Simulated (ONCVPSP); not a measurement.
## How hard is this Mo ONCV potential?

| Property | Result |
| --- | --- |
| Element | Mo (Z = 42) |
| Generator | ONCVPSP 4.0.1 |
| Type | optimised norm-conserving Vanderbilt (ONCV) |
| Functional | PW91 |
| Relativity | non-relativistic |
| Frozen core | [Ar] 3d10 |
| Valence charge | 14 |
| Reference configuration | 4s2 4p6 4d5 5s1 |
| Partial waves | 4s+5s: rc 1.90 bohr, ncon 4, nbas 7, qcut 5.8 1/bohr, 2 projectors; 4p: rc 1.60 bohr, ncon 5, nbas 8, qcut 9.2 1/bohr, 2 projectors, debl 2.4 Ha; 4d: rc 2.40 bohr, ncon 4, nbas 8, qcut 6.2 1/bohr, 2 projectors, debl 0.7 Ha |
| Local potential | polynomial inside 1.20 bohr (lpopt 4, dvloc0 -1 Ha) |
| Core correction | Teter function, fcfact 4, rcfact 1.7 |

Task: For each optimised wave give the share of its norm inside rc, the residual kinetic energy above qcut (Ha) and the cutoffs (Ha) for errors of 10, 1, 0.1 and 0.01 mHa per electron.

Result:

```csv
wave,norm inside rc,residual KE,10 mHa,1 mHa,0.1 mHa,0.01 mHa
4s,0.958,2.8e-05,8.2,12.7,15.5,29.3
5s,0.056,3.2e-05,3.6,11.4,15.3,25.3
4p,0.801,6.1e-06,22.0,30.3,36.1,41.2
p projector 2,0.055,2.3e-06,9.8,26.6,33.8,39.1
4d,0.744,2.2e-06,11.0,13.9,16.1,18.1
d projector 2,0.182,5.1e-06,11.0,14.2,16.6,19.2
```

The occupied waves need 30 Ha and 36 Ha for 1 and 0.1 mHa.
